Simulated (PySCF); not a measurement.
SCF from a fresh guess for triplet AuOI, at the B3LYP minimum. PySCF input:

```python
from pyscf import gto, scf, dft
mol = gto.M(atom='''
Au    -0.851745    -0.000000    -0.119815
O     -2.724732     0.000000    -0.383288
I      1.665111    -0.000000     0.234231''',
    basis={'Au': 'def2-SVP', 'O': 'def2-SVP', 'I': 'def2-SVP'},
    ecp={'Au': 'def2-SVP', 'I': 'def2-SVP'},
    charge=0, spin=2)
mf = dft.UKS(mol, xc='B3LYP')
mf.grids.atom_grid = (50, 194)
aux = {'Au': 'def2-universal-JKFIT', 'O': 'def2-universal-JKFIT', 'I': 'def2-universal-JKFIT'}
mf = mf.density_fit(auxbasis=aux)
mf.conv_tol = 1e-08
mf.diis_space = 10
mf.max_cycle = 60
mf.init_guess = 'huckel'
mf.verbose = 4
mf.kernel()
```

Excerpt of the output (cycles alone):

```
init E= -508.207264473833
cycle= 1 E= -503.267086275797  delta_E= 4.94  |g|= 2.57  |ddm|= 4.15
cycle= 2 E= -469.998990763489  delta_E= 33.3  |g|= 7.15  |ddm|= 9.13
cycle= 3 E= -504.320146793302  delta_E= -34.3  |g|= 2.83  |ddm|= 7.64
cycle= 4 E= -506.798202627189  delta_E= -2.48  |g|= 1.72  |ddm|= 2.57
cycle= 5 E= -506.592575115198  delta_E= 0.206  |g|= 1.67  |ddm|= 3.12
cycle= 6 E= -508.195377469226  delta_E= -1.6  |g|= 0.91  |ddm|= 2.35
cycle= 7 E= -508.511254288699  delta_E= -0.316  |g|= 0.553  |ddm|= 0.643
cycle= 8 E= -508.616303242325  delta_E= -0.105  |g|= 0.314  |ddm|= 0.382
cycle= 9 E= -508.583191847649  delta_E= 0.0331  |g|= 0.429  |ddm|= 0.77
cycle= 10 E= -508.673227696778  delta_E= -0.09  |g|= 0.124  |ddm|= 0.302
cycle= 11 E= -508.680170265141  delta_E= -0.00694  |g|= 0.0342  |ddm|= 0.0835
cycle= 12 E= -508.680745726709  delta_E= -0.000575  |g|= 0.00396  |ddm|= 0.0299
cycle= 13 E= -508.680753157458  delta_E= -7.43e-06  |g|= 0.00122  |ddm|= 0.00341
cycle= 14 E= -508.68075390438  delta_E= -7.47e-07  |g|= 0.000134  |ddm|= 0.00137
cycle= 15 E= -508.680753914593  delta_E= -1.02e-08  |g|= 6.1e-05  |ddm|= 0.000258
cycle= 16 E= -508.680753916742  delta_E= -2.15e-09  |g|= 1.47e-05  |ddm|= 9.15e-05
Extra cycle  E= -508.680753915376  delta_E= 1.37e-09  |g|= 5.48e-05  |ddm|= 6.35e-05
converged SCF energy = -508.680753915376  <S^2> = 2.0157802  2S+1 = 3.0105017
```

No lower solution of this spin was found from smeared starts or by a stability analysis within the unrestricted form.

With open d or f shells other occupations or spin states may lie lower. With an element this heavy the missing spin–orbit coupling can shift these numbers.

The search for the lowest solution, 3 starts and the stability check together, took 18 s on 2 threads of a shared Arm Neoverse N1 host, with 72 basis functions; the process peaked at 0.34 GiB. Launch command: `OMP_NUM_THREADS=2 python axn.py task.json out`.
